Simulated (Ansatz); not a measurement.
Cd₂TeF₂⁺. Charge 1, multiplicity 2. Geometry r2SCAN-D4/def2-SVP, that of the neutral singlet; atoms count from 1.

```xyz
5

Cd    0.068    1.330    1.189
Cd   -0.304   -1.110   -1.365
Te   -1.344    1.256   -1.004
F     0.468   -2.867   -1.642
F     1.112    1.391    2.822
```

In the def2 sets Cd, Te take a core potential; there is no spin–orbit coupling. The structure comes from a short search, and lower isomers may exist.

Q: Estimate the Mulliken populations from the PBE0/def2-TZVP orbitals of Ansatz.

A: 
| atom | charge (e) | spin (α − β) | d electrons |
| --- | --- | --- | --- |
| Cd1 | 0.88 | -0.02 | 9.98 |
| Cd2 | 0.88 | -0.02 | 9.98 |
| Te3 | 0.21 | 1.04 | – |
| F4 | -0.49 | 0.00 | – |
| F5 | -0.49 | 0.00 | – |
Mulliken values depend strongly on the basis.

Q: Where does the spin sit?

A: Summed by element: Cd -0.05, Te 1.04, F 0.01, of 1 unpaired in all. Largest on single atoms: Te3 1.04, Cd1 -0.02, Cd2 -0.02.

Q: And the Mayer bond orders between heavy atoms (over 0.3)?

A: Cd1–Te3 0.83 (2.61 Å); Cd1–F5 0.78 (1.94 Å); Cd2–Te3 0.83 (2.61 Å); Cd2–F4 0.78 (1.94 Å).
